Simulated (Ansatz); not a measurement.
One change: `C[S][SnH]([F])[Cl]` becomes `C[S][SnH2][Cl]`.

Ansatz, PBE0-D4/def2-TZVP geometries, multiplicity 1. Each molecule was computed in one conformer, which needn't be the lowest.

Elements past krypton have def2 core potentials.

```csv
property,`C[S][SnH]([F])[Cl]`
HOMO–LUMO gap (PBE0/def2-TZVPP) / eV,5.94
LUMO energy (ωB97M-V/def2-TZVPP) / eV,0.31
LUMO energy (PBE/def2-TZVPP) / eV,-2.58
size of the dipole moment (ωB97M-V/def2-TZVPP) / D,1.94
HOMO energy (B3LYP/def2-TZVPP) / eV,-7.36
HOMO energy (ωB97M-V/def2-TZVPP) / eV,-9.80
```

**Question.** Give the same properties after the change, and the shifts. (An estimate is asked.)

**Answer.** Computed: 
```json
{"property": "HOMO–LUMO gap (PBE0/def2-TZVPP) / eV", "`C[S][SnH2][Cl]`": "6.16", "shift": "0.22"}
{"property": "LUMO energy (ωB97M-V/def2-TZVPP) / eV", "`C[S][SnH2][Cl]`": "0.82", "shift": "0.51"}
{"property": "LUMO energy (PBE/def2-TZVPP) / eV", "`C[S][SnH2][Cl]`": "-1.91", "shift": "0.67"}
{"property": "size of the dipole moment (ωB97M-V/def2-TZVPP) / D", "`C[S][SnH2][Cl]`": "2.00", "shift": "0.06"}
{"property": "HOMO energy (B3LYP/def2-TZVPP) / eV", "`C[S][SnH2][Cl]`": "-6.93", "shift": "0.43"}
{"property": "HOMO energy (ωB97M-V/def2-TZVPP) / eV", "`C[S][SnH2][Cl]`": "-9.35", "shift": "0.45"}
```

With PBE0 the HOMO rises by 0.43 eV and the LUMO rises by 0.65 eV, so the gap widens by about 0.22 eV. PBE moves the HOMO by 0.40 eV and ωB97M-V by 0.45 eV. Dipoles are sizes alone; their direction can turn.

B3LYP here is the variant with VWN-RPA as its local correlation; programs differ in this.
